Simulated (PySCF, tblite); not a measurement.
Parent: `[CH3:1]/[CH:2]=[C:3](/[CH3:4])[C:5](=[O:6])[F:7]` with C2–C3–C5–O6 -2°, C5H7FO.

Computed geometry: GFN2-xTB, gas phase. One conformer each, not checked by frequencies here.

```csv
coordinate of the parent,value
C1–C2,1.484 Å
C2=C3,1.343 Å
C3–C4,1.499 Å
C3–C5,1.458 Å
C5=O6,1.188 Å
C5–F7,1.373 Å
C1–C2–C3,126.1°
C2–C3–C4,122.8°
C2–C3–C5,120.0°
C4–C3–C5,117.2°
C3–C5–O6,130.4°
C3–C5–F7,111.7°
O6–C5–F7,117.9°
```

Problem. How does the shared frame change in `[CH3:1]/[CH:2]=[CH:3]/[C:4](=[O:5])[F:6]` with C2–C3–C4–O5 -1°, C4H5FO? Atoms pair as C1 = C1, C2 = C2, C3 = C3, C5 = C4, O6 = O5, F7 = F6 (parent first).

Solution. 
```tsv
parent	relative	value in the relative	change
C1–C2	C1–C2	1.480 Å	-0.004
C2=C3	C2=C3	1.335 Å	-0.008
C3–C5	C3–C4	1.452 Å	-0.006
C5=O6	C4=O5	1.185 Å	-0.003
C5–F7	C4–F6	1.372 Å	-0.001
C1–C2–C3	C1–C2–C3	124.8°	-1.3
C2–C3–C5	C2–C3–C4	121.0°	+1.0
C3–C5–O6	C3–C4–O5	130.3°	-0.1
C3–C5–F7	C3–C4–F6	110.8°	-0.9
O6–C5–F7	O5–C4–F6	118.8°	+0.9
```

Of the parent's bonds, C2–C3 changes most (-0.008 Å).

Problem. How does the shared frame change in `[CH3:1]/[CH:2]=[C:3](\[C:4](=[O:5])[F:6])[CH:7]([CH3:8])[CH3:9]` with C2–C3–C4–O5 -7°, C2–C3–C7–C8 103°, C7H11FO? Atoms pair as C1 = C1, C2 = C2, C3 = C3, C4 = C7, C5 = C4, O6 = O5, F7 = F6 (parent first).

Solution. 
| parent | relative | value in the relative | change |
| --- | --- | --- | --- |
| C1–C2 | C1–C2 | 1.485 Å | +0.001 |
| C2=C3 | C2=C3 | 1.344 Å | +0.001 |
| C3–C4 | C3–C7 | 1.514 Å | +0.015 |
| C3–C5 | C3–C4 | 1.459 Å | +0.001 |
| C5=O6 | C4=O5 | 1.188 Å | 0.000 |
| C5–F7 | C4–F6 | 1.376 Å | +0.003 |
| C1–C2–C3 | C1–C2–C3 | 126.5° | +0.4 |
| C2–C3–C4 | C2–C3–C7 | 124.0° | +1.2 |
| C2–C3–C5 | C2–C3–C4 | 119.1° | -0.9 |
| C4–C3–C5 | C7–C3–C4 | 116.9° | -0.3 |
| C3–C5–O6 | C3–C4–O5 | 130.2° | -0.2 |
| C3–C5–F7 | C3–C4–F6 | 112.5° | +0.8 |
| O6–C5–F7 | O5–C4–F6 | 117.3° | -0.6 |

Of the parent's bonds, C3–C4 changes most (+0.015 Å). Bonds of the relative outside the shared frame: C7–C8 1.533, C7–C9 1.526 Å.
